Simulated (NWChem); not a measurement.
# Basis-set convergence for HNaO

SMILES: [OH][Na]
```xyz
3

Na     0.4247    -0.8043     0.0000
O     -0.4425     0.9085     0.0000
H     -1.1312     1.5787     0.0000
```
Charge 0, spin multiplicity 1.

The numbers come from NWChem runs, not from measurements. All single points use one geometry, from B3LYP/def2-SVP, a minimum by its harmonic frequencies.

Quantity: LUMO energy at the level B3LYP.

B3LYP has NWChem's definition, with VWN1-RPA local correlation. The Pople sets run with spherical d functions. The structure started from a generated list of species.

```
basis       functions  LUMO energy (eV)
----------  ---------  ----------------
STO-3G             15              6.80
pcseg-1            29             -1.52
6-31G*             34             -1.57
6-31+G*            42             -1.60
def2-SVPD          49             -1.54
def2-TZVP          69             -1.53
cc-pVTZ            78             -1.54
def2-TZVPD         84             -1.56
def2-QZVP         133             -1.56
cc-pVQZ           144             -1.56
```

Smallest basis within 0.1 eV of cc-pVQZ, the largest set run: pcseg-1, with 29 functions against 144 (also within reach: 6-31G*, 6-31+G*, def2-SVPD, def2-TZVP, cc-pVTZ, def2-TZVPD, def2-QZVP). cc-pVQZ isn't the basis-set limit itself, and a small set can land close by cancellation.
